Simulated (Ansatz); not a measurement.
One change: `CBBOC` becomes `CBBC`.

Ansatz, PBE0-D4/def2-TZVP geometries, multiplicity 1. Each molecule was computed in one conformer, which needn't be the lowest.

| property | `CBBOC` |
| --- | --- |
| HOMO energy (PBE0/def2-TZVPP) / eV | -7.33 |
| HOMO energy (B3LYP/def2-TZVPP) / eV | -7.16 |
| zero-point energy (PBE0-D4/def2-TZVP) / kJ/mol | 271.9 |
| size of the dipole moment (B3LYP/def2-TZVPP) / D | 1.89 |
| LUMO energy (B3LYP/def2-TZVPP) / eV | -1.44 |
| LUMO energy (PBE/def2-TZVPP) / eV | -2.24 |

(1) Give the same properties after the change, and the shifts. (Estimate.)

Answers

(1) Computed: 
| property | `CBBC` | shift |
| --- | --- | --- |
| HOMO energy (PBE0/def2-TZVPP) / eV | -7.52 | -0.19 |
| HOMO energy (B3LYP/def2-TZVPP) / eV | -7.37 | -0.21 |
| zero-point energy (PBE0-D4/def2-TZVP) / kJ/mol | 252.8 | -19.1 |
| size of the dipole moment (B3LYP/def2-TZVPP) / D | 0.71 | -1.18 |
| LUMO energy (B3LYP/def2-TZVPP) / eV | -1.16 | 0.28 |
| LUMO energy (PBE/def2-TZVPP) / eV | -1.92 | 0.32 |

With PBE0 the HOMO falls by 0.19 eV and the LUMO rises by 0.31 eV, so the gap widens by about 0.50 eV. PBE moves the HOMO by -0.22 eV and ωB97M-V by -0.19 eV. The zero-point energy changes by -19.1 kJ/mol with -3 modes. Dipoles are sizes alone; their direction can turn.

B3LYP here is the variant with VWN-RPA as its local correlation; programs differ in this.
